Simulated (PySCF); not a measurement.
# Computed structure and properties of [YCl2]+

System: [YCl2]+ (singlet); start: template (C2v). Method: PySCF 2.14.0, RKS PBE0, Y def2-SVP with ECP28, Cl def2-SVP; non-relativistic Hamiltonian with scalar-relativistic core potentials where named; density fitting; no spin-orbit coupling.

Input of the relaxation:

```python
mol = gto.M(atom='''
Y      0.00000     0.00000    -0.46165
Cl     2.34290    -0.00000     0.58685
Cl    -2.34290     0.00000     0.58685''',
    basis={'Y': 'def2-SVP', 'Cl': 'def2-SVP'},
    ecp={'Y': 'def2-SVP'},
    charge=1, spin=0)
mf = dft.RKS(mol, xc='PBE0')
mf.grids.atom_grid = (50, 194)
mf = mf.density_fit()  # fitting sets: Y def2-universal-JKFIT, Cl def2-universal-JKFIT
mf.conv_tol = 1e-08; mf.max_cycle = 55
mf.kernel(dm0)  # dm0: converged density of the start geometry
# quasi-Newton relaxation in Cartesian coordinates to a largest gradient under 0.00045 Eh/bohr, steps kept in the point group
```

Run from Python with OMP_NUM_THREADS=2; the lines above give its settings. Where DIIS fails, smearing, a level shift and second-order steps follow.
It took 7.2 s on 2 threads of Arm Neoverse V2, on a shared host, from the converged density of the start.

Course of the relaxation:

```csv
step,energy above end (eV),largest force component within the symmetry (eV/Å)
0,0.6565,2.335
1,0.1782,1.171
2,0.0677,0.727
3,0.0363,0.194
4,0.0157,0.252
5,0.0053,0.215
6,0.0003,0.044
7,0.0000,0.002
```

Relaxed geometry (C2v):

```xyz
3

Y     0.0000    0.0000   -0.6279
Cl    1.9542    0.0000    0.6700
Cl   -1.9542    0.0000    0.6700
```

```json
{"contact": "Y1–Cl2 (Cl)", "Å": "2.346"}
{"contact": "Y1–Cl3 (Cl)", "Å": "2.346"}
```

On the finer grid (75, 302):

The HOMO is -13.91 eV, the LUMO is -8.09 eV and the dipole about the centre of mass is 7.04 D. The set of Mulliken populations of Y1 outside the core potential is s 2.21, p 6.23, d 1.26, f 0.10 and the D3(BJ) dispersion energy (not in the energies) is -0.092 eV.

```tsv
atom	Mulliken (e)	Löwdin (e)	spin (e)
Y1	1.20	0.49	0.00
Cl2	-0.10	0.25	0.00
Cl3	-0.10	0.25	0.00
```

On the grid (50, 194), as all that follows. Harmonic modes: a minimum; lowest 72 cm⁻¹ (negative: unstable), highest 442 cm⁻¹, zero-point energy 0.058 eV.

Taking off one Cl (charge -1, singlet; the rest: singlet) in vacuum, both parts rigid, costs 15.02 eV; the small basis without counterpoise inflates it. Most of it is the attraction of opposite charges; other ways to part are cheaper, and one spin state was tried for the rest.

Rigid scan of Cl along the line from its metal:

(distance to Cl2 (Å), energy (eV)): (2.05, 1.170), (2.15, 0.451), (2.25, 0.098), (2.35, 0.000), (2.45, 0.076), (2.55, 0.268), (2.75, 0.850), (3.05, 1.902), (3.45, 3.239), (3.95, 4.527)

One start shape was tried, so this needn't be the lowest isomer.
